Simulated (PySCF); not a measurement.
Atoms are numbered as in `[CH3:1][O:2][CH2:3][SiH2:4][SiH3:5]`; H(Xn) means a hydrogen on atom n.

Geometry: PBE0-D3(BJ)/def2-SVP; GIAO shifts from PySCF, gas phase, non-relativistic, averaged over equivalent atoms.

At PBE0/pcSseg-1 (149 basis functions, 35 s wall time (18 s CPU) on 1 thread of an Intel Xeon Platinum 8488C, shared host):
| atoms | δ (ppm) |
| --- | --- |
| C1 | 63.6 |
| C3 | 59.9 |
| O2 | 9.2 |
| Si4 | -67.0 |
| Si5 | -106.8 |
| H(Si4) | 3.93 |
| H(Si5) | 3.48 |
| H(C1) | 3.29 |
| H(C3) | 3.13 |

References, each an isolated molecule treated in the same way: 13C (σref 184.41), 29Si (σref 351.99), 1H (σref 31.27) against TMS; H2O for 17O (σref 334.56).

Question: Predict the values at wB97X-D/pcSseg-2 on the same geometry.

Answer: 
```json
{"atoms": "C1", "δ at wB97X-D/pcSseg-2": "65.4", "change": "+1.8"}
{"atoms": "C3", "δ at wB97X-D/pcSseg-2": "62.0", "change": "+2.1"}
{"atoms": "O2", "δ at wB97X-D/pcSseg-2": "0.0", "change": "-9.2"}
{"atoms": "Si4", "δ at wB97X-D/pcSseg-2": "-69.5", "change": "-2.5"}
{"atoms": "Si5", "δ at wB97X-D/pcSseg-2": "-108.8", "change": "-2.0"}
{"atoms": "H(Si4)", "δ at wB97X-D/pcSseg-2": "3.98", "change": "+0.05"}
{"atoms": "H(Si5)", "δ at wB97X-D/pcSseg-2": "3.52", "change": "+0.04"}
{"atoms": "H(C1)", "δ at wB97X-D/pcSseg-2": "3.30", "change": "+0.01"}
{"atoms": "H(C3)", "δ at wB97X-D/pcSseg-2": "3.24", "change": "+0.11"}
```

References, each an isolated molecule treated in the same way: 13C (184.42 ppm) and 29Si (340.70 ppm) and 1H (31.36 ppm) vs TMS; 17O (326.83 ppm) against H2O.

The largest change is at O2 (ether oxygen). Cost: 334 basis functions, 2.5 min wall time (82 s CPU) on 1 thread of an Intel Xeon Platinum 8488C, shared host.

Experimental scales use liquid or dissolved standards, which lie at an offset from isolated H2O (liquid H2O: subtract about 36 ppm).
